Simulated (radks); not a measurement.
Values are calculated unless marked as measured or tabulated.
Kinetic energies: the exact non-interacting value of the Kohn-Sham orbitals and orbital-free approximations, in hartree. Species: Ga2+ [Ar] 3d10 4s1; Eu2+ [Xe] 4f7. Level of theory: non-relativistic Kohn-Sham, exchange-only B88, spin-polarised, spherical densities, point nucleus (a radial shooting solver on a logarithmic mesh with Libxc functionals). Every spin shell is full or empty, so the densities are truly spherical. Functionals are evaluated on that one density, not self-consistently.

| functional | Ga2+ | Eu2+ |
|---|---|---|
| exact | 1922.56 | 10423.4 |
| Thomas-Fermi | 1802.1 | 9900.6 |
| von Weizsacker | 938.71 | 4012.4 |
| TF + vW | 2740.8 | 13913 |
| TF + vW/9 | 1906.4 | 10346 |
| TF + vW/5 | 1989.8 | 10703 |
| LC94 | 1921.0 | 10422 |
| APBEK | 1922.7 | 10426 |
| revAPBEK | 1927.2 | 10443 |
| Perdew 92 | 1906.6 | 10347 |
| Thakkar | 1912.2 | 10348 |
| Pearson | 1898.4 | 10326 |
| LKT | 2366.3 | 12245 |
| PG1 | 2273.9 | 11847 |
| DePristo-Kress | 1919.2 | 10402 |
| Ernzerhof | 1913.7 | 10372 |
